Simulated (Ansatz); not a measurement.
One change: `OC(O)(F)O[SiH3]` becomes `OC(O)O[SiH3]`.

Ansatz, PBE0-D4/def2-TZVP geometries, multiplicity 1. Each molecule was computed in one conformer, which needn't be the lowest.

| property | `OC(O)(F)O[SiH3]` |
| --- | --- |
| HOMO energy (PBE/def2-TZVPP) / eV | -7.29 |
| size of the dipole moment (ωB97M-V/def2-TZVPP) / D | 1.89 |
| HOMO–LUMO gap (PBE0/def2-TZVPP) / eV | 9.26 |
| HOMO–LUMO gap (ωB97M-V/def2-TZVPP) / eV | 13.22 |
| LUMO energy (ωB97M-V/def2-TZVPP) / eV | 1.75 |
| HOMO–LUMO gap (B3LYP/def2-TZVPP) / eV | 8.75 |

(1) What does the change do to each property? (Estimate.)

Answers

(1) The calculation gave: 
```csv
property,`OC(O)O[SiH3]`,shift
HOMO energy (PBE/def2-TZVPP) / eV,-7.09,0.20
size of the dipole moment (ωB97M-V/def2-TZVPP) / D,1.10,-0.79
HOMO–LUMO gap (PBE0/def2-TZVPP) / eV,8.98,-0.28
HOMO–LUMO gap (ωB97M-V/def2-TZVPP) / eV,12.95,-0.27
LUMO energy (ωB97M-V/def2-TZVPP) / eV,1.91,0.16
HOMO–LUMO gap (B3LYP/def2-TZVPP) / eV,8.53,-0.22
```

With PBE0 the HOMO rises by 0.44 eV and the LUMO rises by 0.16 eV, so the gap narrows by about 0.28 eV. PBE moves the HOMO by 0.20 eV and ωB97M-V by 0.43 eV. Dipoles are sizes alone; their direction can turn.

B3LYP here is the variant with VWN-RPA as its local correlation; programs differ in this.
